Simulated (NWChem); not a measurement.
System: ZrHF3; SMILES [F][ZrH]([F])[F]

NWChem printed, in part:

```
             Northwest Computational Chemistry Package (NWChem) 7.3.0
             --------------------------------------------------------

 C3  symmetry detected

                             Geometry "geometry" -> ""
                             -------------------------

 Output coordinates in angstroms (scale by  1.889725989 to convert to a.u.)

  No.       Tag          Charge          X              Y              Z
 ---- ---------------- ---------- -------------- -------------- --------------
    1 Zr                  40.0000    -0.00000000     0.00000000    -0.18512921
    2 F                    9.0000     1.75265246    -0.51377108     0.34999379
    3 F                    9.0000    -1.32126504    -1.26095602     0.34999379
    4 F                    9.0000    -0.43138743     1.77472710     0.34999379
    5 H                    1.0000    -0.00000000     0.00000000    -2.04466421

 Effective nuclear repulsion energy (a.u.)     357.0684744814

      Symmetry information
      --------------------

 Group name             C3
 Group number              5
 Group order               3
 No. of unique centers     3

                                Z-matrix (autoz)
                                --------

 Units are Angstrom for bonds and degrees for angles

      Type          Name      I     J     K     L     M      Value
      ----------- --------  ----- ----- ----- ----- ----- ----------
    1 Stretch                  1     2                       1.90318
    2 Stretch                  1     3                       1.90318
    3 Stretch                  1     4                       1.90318
    4 Stretch                  1     5                       1.85954
    5 Bend                     2     1     3               112.42123
    6 Bend                     2     1     4               112.42123
    7 Bend                     2     1     5               106.33020
    8 Bend                     3     1     4               112.42123
    9 Bend                     3     1     5               106.33020
   10 Bend                     4     1     5               106.33020

  xc_inp: hfexch multiplicative factor not found.

                           NWChem Geometry Optimization
                           ----------------------------

 maximum gradient threshold         (gmax) =   0.000450
 rms gradient threshold             (grms) =   0.000300
 maximum cartesian step threshold   (xmax) =   0.001800
 rms cartesian step threshold       (xrms) =   0.001200
 fixed trust radius                (trust) =   0.300000
 source of zmatrix                         =   autoz

          -------------------
          Energy Minimization
          -------------------

 Using diagonal initial Hessian
 Scaling for Hessian diagonals: bonds = 1.00  angles = 0.25  torsions = 0.10

          --------
          Step   0

                                 NWChem DFT Module
                                 -----------------

 Summary of "ao basis" -> "ao basis" (spherical)
 ------------------------------------------------------------------------------
       Tag                 Description            Shells   Functions and Types
 ---------------- ------------------------------  ------  ---------------------
 Zr                          3-21g                  14       36   6s5p3d
 F                           3-21g                   5        9   3s2p
 H                           3-21g                   2        2   2s

      Symmetry analysis of basis
      --------------------------

        a          25
        e+         20
        e-         20

  Rotation of axis

            General Information
            -------------------
          SCF calculation type: DFT
          Wavefunction type:  closed shell.
          No. of atoms     :     5
          No. of electrons :    68
           Alpha electrons :    34
            Beta electrons :    34
          Charge           :     0
          Spin multiplicity:     1
          Use of symmetry is: on ; symmetry adaption is: on
          Maximum number of iterations: 150
          AO basis - number of functions:    65
                     number of shells:    31
          Convergence on energy requested:  1.00D-06
          Convergence on density requested:  1.00D-05
          Convergence on gradient requested:  5.00D-04

              XC Information
              --------------
                     Hartree-Fock (Exact) Exchange  1.000

      Superposition of Atomic Density Guess
      -------------------------------------

 Sum of atomic energies:       -3819.03306791

      Non-variational initial energy
      ------------------------------

 Total energy =   -3818.560000
 1-e energy   =   -5996.245173
 2-e energy   =    1820.616698
 HOMO         =      -0.362750
 LUMO         =      -0.014076

      Symmetry analysis of molecular orbitals - initial
      -------------------------------------------------

  Numbering of irreducible representations:

     1 a           2 e+          3 e-

  Orbital symmetries:

     1 a           2 a           3 e+          4 e+          5 a
     6 e+          7 e+          8 a           9 a          10 a
    11 e+         12 e+         13 a          14 e+         15 e+
    16 e+         17 e+         18 a          19 e+         20 e+
    21 a          22 a          23 e+         24 e+         25 e+
    26 e+         27 a          28 e+         29 e+         30 a
    31 a          32 e+         33 e+         34 a          35 a
    36 e+         37 e+         38 a          39 e+         40 e+
    41 e+         42 e+         43 a          44 a

   convergence    iter        energy       DeltaE   RMS-Dens  Diis-err
 ---------------- ----- ----------------- --------- --------- ---------
 d= 0,ls=0.0,diis     1  -3819.3917711906 -4.18D+03  1.88D-02  1.58D+00
 d= 0,ls=0.0,diis     2  -3819.4904453912 -9.87D-02  6.51D-03  1.24D+00
 d= 0,ls=0.0,diis     3  -3819.5865568707 -9.61D-02  1.25D-03  3.24D-03
 d= 0,ls=0.0,diis     4  -3819.5878263616 -1.27D-03  4.12D-04  2.07D-04
 d= 0,ls=0.0,diis     5  -3819.5879369101 -1.11D-04  9.41D-05  1.64D-05
  Resetting Diis
 d= 0,ls=0.0,diis     6  -3819.5879423870 -5.48D-06  1.62D-05  3.17D-07
 d= 0,ls=0.0,diis     7  -3819.5879425333 -1.46D-07  2.62D-06  2.20D-08

         Total DFT energy =    -3819.587942533330
      One electron energy =    -5993.399342087668
           Coulomb energy =     1957.342335370865
    Exchange-Corr. energy =     -140.599410297918
 Nuclear repulsion energy =      357.068474481391

 Numeric. integr. density =        0.000000000000

                  Occupations of the irreducible representations
                  ----------------------------------------------

                     irrep           alpha         beta
                     --------     --------     --------
                     a                14.0         14.0
                     e+               20.0         20.0
                     e-                0.0          0.0

                       DFT Final Molecular Orbital Analysis
                       ------------------------------------

 Vector   32  Occ=2.000000D+00  E=-6.050518D-01  Symmetry=e+
              MO Center=  1.9D-01,  7.8D-02,  3.4D-01, r^2= 3.7D+00
   Bfn.  Coefficient  Atom+Function         Bfn.  Coefficient  Atom+Function
  ----- ------------  ---------------      ----- ------------  ---------------
    45      0.327701  2 F  pz                41      0.274512  2 F  pz
    63     -0.264213  4 F  pz                53      0.241941  3 F  py
    59     -0.221329  4 F  pz                43      0.210960  2 F  px
    49      0.209196  3 F  py                62     -0.195641  4 F  py
    11      0.186224  1 Zr px                52     -0.179992  3 F  px

 Vector   33  Occ=2.000000D+00  E=-6.050518D-01  Symmetry=e+
              MO Center= -1.9D-01, -7.8D-02,  3.4D-01, r^2= 3.7D+00
   Bfn.  Coefficient  Atom+Function         Bfn.  Coefficient  Atom+Function
  ----- ------------  ---------------      ----- ------------  ---------------
    54      0.341742  3 F  pz                44      0.294317  2 F  py
    50      0.286274  3 F  pz                40      0.255484  2 F  py
    61      0.255791  4 F  px                63     -0.225853  4 F  pz
    57      0.220833  4 F  px                59     -0.189195  4 F  pz
    12     -0.186224  1 Zr py                52     -0.181792  3 F  px

[...]

      ----------------------
      Optimization converged
      ----------------------

  Step       Energy      Delta E   Gmax     Grms     Xrms     Xmax
  ---- ---------------- -------- -------- -------- -------- --------
@    4   -3819.59030969 -1.2D-07  0.00009  0.00003  0.00037  0.00076
                                     ok       ok       ok       ok

                                Z-matrix (autoz)
                                --------

 Units are Angstrom for bonds and degrees for angles

      Type          Name      I     J     K     L     M      Value     Gradient
      ----------- --------  ----- ----- ----- ----- ----- ---------- ----------
    1 Stretch                  1     2                       1.86880    0.00000
    2 Stretch                  1     3                       1.86880    0.00000
    3 Stretch                  1     4                       1.86880    0.00000
    4 Stretch                  1     5                       1.86523   -0.00009
    5 Bend                     2     1     3               111.63630    0.00001
    6 Bend                     2     1     4               111.63630    0.00001
    7 Bend                     2     1     5               107.20822   -0.00001
    8 Bend                     3     1     4               111.63630    0.00001
    9 Bend                     3     1     5               107.20822   -0.00001
   10 Bend                     4     1     5               107.20822   -0.00001

                         Geometry "geometry" -> "geometry"
                         ---------------------------------

 Output coordinates in angstroms (scale by  1.889725989 to convert to a.u.)

  No.       Tag          Charge          X              Y              Z
 ---- ---------------- ---------- -------------- -------------- --------------
    1 Zr                  40.0000     0.00000000     0.00000000    -0.19464201
    2 F                    9.0000     1.71305983    -0.50216492     0.35823338
    3 F                    9.0000    -1.29141749    -1.23247087     0.35823338
    4 F                    9.0000    -0.42164233     1.73463579     0.35823338
    5 H                    1.0000    -0.00000000     0.00000000    -2.05987016

 Effective nuclear repulsion energy (a.u.)     363.5076634200

      Symmetry information
      --------------------

 Group name             C3
 Group number              5
 Group order               3
 No. of unique centers     3

                Final and change from initial internal coordinates
                --------------------------------------------------

                                Z-matrix (autoz)
                                --------

 Units are Angstrom for bonds and degrees for angles

      Type          Name      I     J     K     L     M      Value       Change
      ----------- --------  ----- ----- ----- ----- ----- ---------- ----------
    1 Stretch                  1     2                       1.86880   -0.03438
    2 Stretch                  1     3                       1.86880   -0.03438
    3 Stretch                  1     4                       1.86880   -0.03438
    4 Stretch                  1     5                       1.86523    0.00569
    5 Bend                     2     1     3               111.63630   -0.78493
    6 Bend                     2     1     4               111.63630   -0.78493
    7 Bend                     2     1     5               107.20822    0.87802
    8 Bend                     3     1     4               111.63630   -0.78493
    9 Bend                     3     1     5               107.20822    0.87802
   10 Bend                     4     1     5               107.20822    0.87802

 ==============================================================================
                                internuclear distances
 ------------------------------------------------------------------------------
       center one      |      center two      | atomic units |  angstroms
 ------------------------------------------------------------------------------
    2 F                |   1 Zr               |     3.53152  |     1.86880
    3 F                |   1 Zr               |     3.53152  |     1.86880
    4 F                |   1 Zr               |     3.53152  |     1.86880
    5 H                |   1 Zr               |     3.52477  |     1.86523
 ------------------------------------------------------------------------------
                         number of included internuclear distances:          4
 ==============================================================================

[second-derivative integrals and response iterations left out]

  Vibrational analysis via the FX method

  See chapter 2 in "Molecular Vibrations" by Wilson, Decius and Cross

  Vib: Default input used

[...]

 Rotational Constants
 --------------------
 A=   0.159327 cm-1  (  0.229230 K)
 B=   0.159327 cm-1  (  0.229230 K)
 C=   0.092814 cm-1  (  0.133536 K)

 Temperature                      =   298.15K
 frequency scaling parameter      =   1.0000

 Zero-Point correction to Energy  =    8.067 kcal/mol  (  0.012856 au)
 Thermal correction to Energy     =   11.413 kcal/mol  (  0.018188 au)
 Thermal correction to Enthalpy   =   12.006 kcal/mol  (  0.019132 au)

 Total Entropy                    =   74.085 cal/mol-K
   - Translational                =   40.866 cal/mol-K (mol. weight = 147.9073)
   - Rotational                   =   23.836 cal/mol-K (symmetry #  =        3)
   - Vibrational                  =    9.383 cal/mol-K

 Cv (constant volume heat capacity) =   15.950 cal/mol-K
   - Translational                  =    2.979 cal/mol-K
   - Rotational                     =    2.979 cal/mol-K
   - Vibrational                    =    9.991 cal/mol-K

[normal modes left out]

 ----------------------------------------------------------------------------
 Normal Eigenvalue ||           Projected Infra Red Intensities
  Mode   [cm**-1]  || [atomic units] [(debye/angs)**2] [(KM/mol)] [arbitrary]
 ------ ---------- || -------------- ----------------- ---------- -----------
    1       -0.000 ||    0.000001           0.000         0.001       0.000
    2        0.000 ||    0.000001           0.000         0.001       0.000
    3        0.000 ||    0.000001           0.000         0.001       0.000
    4        0.000 ||    0.000000           0.000         0.000       0.000
    5        0.000 ||    0.000000           0.000         0.000       0.000
    6        0.000 ||    0.000000           0.000         0.000       0.000
    7      154.449 ||    0.021505           0.496        20.964       2.650
    8      154.450 ||    0.021505           0.496        20.964       2.650
    9      171.418 ||    0.038960           0.899        37.980       4.802
   10      554.531 ||    0.113626           2.621       110.768      14.004
   11      554.531 ||    0.113626           2.621       110.768      14.004
   12      765.958 ||    0.063754           1.471        62.151       7.857
   13      795.076 ||    0.255791           5.901       249.357      31.525
   14      795.076 ||    0.255791           5.901       249.357      31.525
   15     1700.209 ||    0.332530           7.672       324.166      40.983
 ----------------------------------------------------------------------------
```

Level: Hartree-Fock/3-21G, non-relativistic. 

Problem. Which NWChem input produces such a log?

Solution. This is not unique; one that fits is the input that was run:
```
start job
memory heap 200 mb stack 900 mb global 1100 mb
geometry units angstroms
  Zr     0.000000     0.000000    -0.123651
  F      1.825443     0.059244     0.411472
  F     -0.861414    -1.610502     0.411472
  F     -0.964028     1.551258     0.411472
  H      0.000000     0.000000    -1.983186
end
basis spherical
  * library 3-21g
end
dft
  xc hfexch
  iterations 150
end
driver
  maxiter 120
end
task dft optimize
task dft freq
```
